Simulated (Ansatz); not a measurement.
## Nudged elastic band run: F₂H₂SeSi₂

input.yaml

```yaml
crystal:
  periodic: [false, false, false]
  atoms:
    - { symbol: F, position_ang: [-0.466835, -2.056081, -1.136404] }
    - { symbol: Si, position_ang: [-0.831792, -0.69342, -0.333445] }
    - { symbol: Se, position_ang: [-0.258012, 1.269287, -1.354282] }
    - { symbol: Si, position_ang: [0.793854, 0.581454, 0.554688] }
    - { symbol: F, position_ang: [2.352807, 0.155064, 0.404237] }
    - { symbol: H, position_ang: [-2.243606, -0.822366, 0.101706] }
    - { symbol: H, position_ang: [0.714884, 1.498062, 1.7178] }
basis:
  gaussian: { orbitals: def2-SVP }
hamiltonian:
  xc: pbe0
neb:
  order_check: false
  images: 5
  f_tol: 0.05
  max_iterations: 60
  final_atoms:
    - { symbol: F, position_ang: [0.3034482, -2.19484068, -1.25808888] }
    - { symbol: Si, position_ang: [-0.69256492, -1.67950239, -0.04691132] }
    - { symbol: Se, position_ang: [-0.90144388, 0.7976902, -1.0628451] }
    - { symbol: Si, position_ang: [0.68747704, 0.16161592, 0.62577995] }
    - { symbol: F, position_ang: [2.15872768, 0.51963143, 0.02939104] }
    - { symbol: H, position_ang: [-1.91421625, 1.21032587, -0.07749019] }
    - { symbol: H, position_ang: [0.41987214, 1.11707965, 1.7444645] }
  initial_path:
    images:
      - { positions_ang: [[-0.466835, -2.056081, -1.136404], [-0.831792, -0.69342, -0.333445], [-0.258012, 1.269287, -1.354282], [0.793854, 0.581454, 0.554688], [2.352807, 0.155064, 0.404237], [-2.243606, -0.822366, 0.101706], [0.714884, 1.498062, 1.7178]] }
      - { positions_ang: [[-0.32682833, -2.12059998, -1.0749991], [-0.80196468, -0.78738076, -0.22422313], [-0.41807296, 1.1944858, -1.26933522], [0.80456, 0.57046053, 0.56333734], [2.33740543, 0.16708097, 0.27030064], [-2.2062822, -0.51300326, -0.07447257], [0.67248275, 1.42095671, 1.76369203]] }
      - { positions_ang: [[-0.18682167, -2.18511897, -1.01359419], [-0.77213736, -0.88134151, -0.11500127], [-0.57813392, 1.1196846, -1.18438843], [0.81526599, 0.55946705, 0.57198668], [2.32200386, 0.17909794, 0.13636429], [-2.16895841, -0.20364053, -0.25065114], [0.63008151, 1.34385141, 1.80958406]] }
      - { positions_ang: [[-0.046815, -2.24963795, -0.95218929], [-0.74231003, -0.97530227, -0.0057794], [-0.73819488, 1.0448834, -1.09944165], [0.82597199, 0.54847358, 0.58063602], [2.30660229, 0.19111491, 0.00242793], [-2.13163461, 0.10572221, -0.42682971], [0.58768026, 1.26674612, 1.85547609]] }
      - { positions_ang: [[0.0699394, -2.2313722, -1.05415582], [-0.72572833, -1.21003564, -0.01949004], [-0.79261122, 0.96248567, -1.0872428], [0.779807, 0.41952102, 0.595684], [2.25731076, 0.30062042, 0.01141563], [-2.05916183, 0.47392343, -0.3103832], [0.53174422, 1.2168573, 1.81847223]] }
      - { positions_ang: [[0.1866938, -2.21310644, -1.15612235], [-0.70914663, -1.44476901, -0.03320068], [-0.84702755, 0.88008793, -1.07504395], [0.73364202, 0.29056847, 0.61073198], [2.20801922, 0.41012593, 0.02040333], [-1.98668904, 0.84212465, -0.1939367], [0.47580818, 1.16696848, 1.78146836]] }
      - { positions_ang: [[0.3034482, -2.19484068, -1.25808888], [-0.69256492, -1.67950239, -0.04691132], [-0.90144388, 0.7976902, -1.0628451], [0.68747704, 0.16161592, 0.62577995], [2.15872768, 0.51963143, 0.02939104], [-1.91421625, 1.21032587, -0.07749019], [0.41987214, 1.11707965, 1.7444645]] }
```

Launched with:

```bash
$ ansatz run input.yaml --threads 2 --pin off --max-ram 3072MiB --backend cpu --events-out ev --progress --plain --runs-dir out
```

Output, in part (warnings, iteration lines, the closing report on the highest movable image, with atoms numbered from 0):

```
NEB end point (image 0): max|allowed force component| = 1.080e-2 eV/Å (the criterion of neb.relax_end_points is 1.000e-2)
NEB end point (image 6): max|allowed force component| = 1.695e-2 eV/Å (the criterion of neb.relax_end_points is 1.000e-2)
NEB iter   1: max|band force component| = 3.920e0 eV/Å  barrier→ = 3.1086 eV  barrier← = 1.6288 eV  Δτ_max = 0.2000 Å  (186 SCF iters)
NEB iter   2: max|band force component| = 1.856e0 eV/Å  barrier→ = 2.0773 eV  barrier← = 0.5974 eV  Δτ_max = 0.1926 Å  (161 SCF iters)
NEB iter   3: max|band force component| = 1.488e0 eV/Å  barrier→ = 2.0751 eV  barrier← = 0.5953 eV  Δτ_max = 0.0758 Å  (146 SCF iters)
NEB iter   4: max|band force component| = 1.252e0 eV/Å  barrier→ = 1.9651 eV  barrier← = 0.4853 eV  Δτ_max = 0.1464 Å  (140 SCF iters)
NEB iter   5: max|band force component| = 6.842e-1 eV/Å  barrier→ = 1.7953 eV  barrier← = 0.3155 eV  Δτ_max = 0.0621 Å  (144 SCF iters)
NEB iter   6: max|band force component| = 7.491e-1 eV/Å  barrier→ = 1.7477 eV  barrier← = 0.2679 eV  Δτ_max = 0.0313 Å  (141 SCF iters)
NEB iter   7: max|band force component| = 4.614e-1 eV/Å  barrier→ = 1.7263 eV  barrier← = 0.2464 eV  CI = image 3  Δτ_max = 0.0628 Å  (142 SCF iters)
NEB iter   8: max|band force component| = 2.658e-1 eV/Å  barrier→ = 1.7114 eV  barrier← = 0.2316 eV  CI = image 4  Δτ_max = 0.1101 Å  (140 SCF iters)
NEB iter   9: max|band force component| = 1.555e-1 eV/Å  barrier→ = 1.7118 eV  barrier← = 0.2319 eV  CI = image 4  Δτ_max = 0.0568 Å  (143 SCF iters)
NEB iter  10: max|band force component| = 1.177e-1 eV/Å  barrier→ = 1.7111 eV  barrier← = 0.2312 eV  CI = image 4  Δτ_max = 0.0223 Å  (137 SCF iters)
NEB iter  11: max|band force component| = 4.595e-2 eV/Å  barrier→ = 1.7108 eV  barrier← = 0.2309 eV  CI = image 4  Δτ_max = 0.0000 Å  (278 SCF iters)
Total energy: -86536.43637970 eV, -3180.1553804505 hartree
Atom 0 at     0.154053    -2.282060    -0.935574 Å, force     0.017334     0.000521    -0.005409 eV/Å
Atom 1 at    -0.828603    -1.470904     0.095820 Å, force    -0.033449    -0.002039     0.008357 eV/Å
Atom 2 at    -0.806033     1.344113    -0.964474 Å, force    -0.017127    -0.006287     0.004156 eV/Å
Atom 3 at     0.622737     0.363791     0.580289 Å, force     0.013785     0.000398    -0.011229 eV/Å
Atom 4 at     2.112046     0.376302    -0.078325 Å, force    -0.000432     0.002292     0.007215 eV/Å
Atom 5 at    -1.910462     0.412113    -0.561617 Å, force     0.014786     0.004553    -0.004255 eV/Å
Atom 6 at     0.717562     1.188645     1.818180 Å, force     0.005102     0.000562     0.001164 eV/Å
Dipole moment:    -0.291357     0.050769     0.378424 e Å
```

The run converged. A vibrational analysis at the climbing image gives one clearly imaginary mode, 279i cm⁻¹: a first-order saddle point. The orbitals stay closed-shell, which can raise the energy where a bond breaks towards radicals; this wasn't checked here.

Final band (atoms are numbered from 1 in the order of the input):

```csv
image,path coordinate (Å),energy (eV),Si2–H6 (Å),Se3–H6 (Å)
0,0.00,0.00,1.48,3.23
1,0.63,0.25,1.47,2.92
2,1.27,1.12,1.48,2.38
3,1.90,1.69,1.68,1.74
4,2.53,1.71,2.27,1.50
5,3.17,1.59,2.69,1.47
6,3.82,1.48,3.14,1.47
```

The run took 58 s on 2 threads of AMD EPYC 9R45 96-Core Processor (Zen 5), on a shared host, peak memory 0.27 GiB.
